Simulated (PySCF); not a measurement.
C₂H₇GaO, SMILES CC[O][GaH2]. Atoms are numbered in the order given.

```xyz
11

Ga    -0.1236    -1.0885     0.0000
H      0.7343    -2.3882     0.0000
H     -1.6807    -0.9465     0.0000
O      0.9207     0.3627     0.0000
C      0.6396     1.7454     0.0000
C     -0.8380     2.1131     0.0000
H      1.1293     2.1922     0.8859
H      1.1293     2.1922    -0.8859
H     -1.3503     1.7161     0.8919
H     -0.9565     3.2087     0.0000
H     -1.3503     1.7161    -0.8919
```
Charge 0, spin multiplicity 1.

Geometry: TPSSh-D3(BJ)/def2-SVP. Other conformers were not sampled.

The numbers are results of PBE/pcSseg-1 (PySCF), not measurements.

GIAO shieldings, no solvent; atoms listed in one row are averaged. δ = σ(ref) − σ: ¹H against TMS (σ = 31.49 ppm); ¹⁷O against H2O (σ = 334.3 ppm); ¹³C against TMS (σ = 182.0 ppm), references at their B3LYP-D3(BJ)/def2-TZVP geometries, non-relativistic.

Question: Estimate the chemical shifts. (Estimate from the structure and the level; the computed values follow.)

Answer: 
| nucleus | atoms | count | δ (ppm) |
|---|---|---|---|
| ¹H | H3 | 1 | 6.42 |
| ¹H | H2 | 1 | 5.69 |
| ¹H | H7, H8 | 2 | 4.86 |
| ¹H | H9, H10, H11 | 3 | 1.76 |
| ¹⁷O | O4 | 1 | 227.0 |
| ¹³C | C5 | 1 | 75.1 |
| ¹³C | C6 | 1 | 26.9 |
